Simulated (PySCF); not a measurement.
## Spinor energies of Si (silicon, neutral)

Start: [Ne] 3s2 3p2; 3p1/2 filled at m_j = -1/2, +1/2. Calculated with PySCF 2.14 in x2c-SVPall-2c with one added diffuse shell each of s, p type (5s5p1d, 25 functions): generalised Hartree-Fock with the X2C-1e Hamiltonian and a Gaussian nucleus; one run each with spin-orbit coupling (SO) switched off, then screened by Boettger's factors.

```json
{"spinor shell": "1s1/2", "electrons": "2", "ε, spin-free (eV)": "-1875.9", "ε, screened SO (eV)": "-1875.9", "weight of nominal j (screened SO)": "1.000", "rms radius, screened SO (bohr)": "0.129"}
{"spinor shell": "2s1/2", "electrons": "2", "ε, spin-free (eV)": "-168.11", "ε, screened SO (eV)": "-168.10", "weight of nominal j (screened SO)": "1.000", "rms radius, screened SO (bohr)": "0.613"}
{"spinor shell": "2p1/2", "electrons": "2", "ε, spin-free (eV)": "-115.75", "ε, screened SO (eV)": "-116.44", "weight of nominal j (screened SO)": "0.854", "rms radius, screened SO (bohr)": "0.597"}
{"spinor shell": "2p3/2", "electrons": "4", "ε, spin-free (eV)": "-115.75", "ε, screened SO (eV)": "-115.39", "weight of nominal j (screened SO)": "0.927", "rms radius, screened SO (bohr)": "0.600"}
{"spinor shell": "3s1/2", "electrons": "2", "ε, spin-free (eV)": "-14.709", "ε, screened SO (eV)": "-14.705", "weight of nominal j (screened SO)": "0.999", "rms radius, screened SO (bohr)": "2.39"}
{"spinor shell": "3p1/2", "electrons": "2", "ε, spin-free (eV)": "-8.119", "ε, screened SO (eV)": "-8.123", "weight of nominal j (screened SO)": "0.508", "rms radius, screened SO (bohr)": "3.01"}
```

| quantity | spin-free | screened SO |
| --- | --- | --- |
| E (hartree) | -289.34706 | -289.34760 |
| M_J | 0 | 0 |
| ⟨J²⟩ | 2.009 | 1.960 |
| ⟨L²⟩ | 2.007 | 2.007 |
| ⟨S²⟩ | 2.002 | 2.002 |

The determinant has a definite M_J but mixes levels of different J.

Each row is a mean over spinors that exchange with the open shell spreads, by up to 4.213 eV (3s1/2).

Rows whose weight is well below 1 are mixtures of j = l ± 1/2: exchange outweighs spin-orbit coupling there, and the label is only the starting occupation.

Without spin-orbit coupling the j labels of p, d and f shells carry no meaning; the spin-free column gives the mean over the occupied spinors of each nl shell.
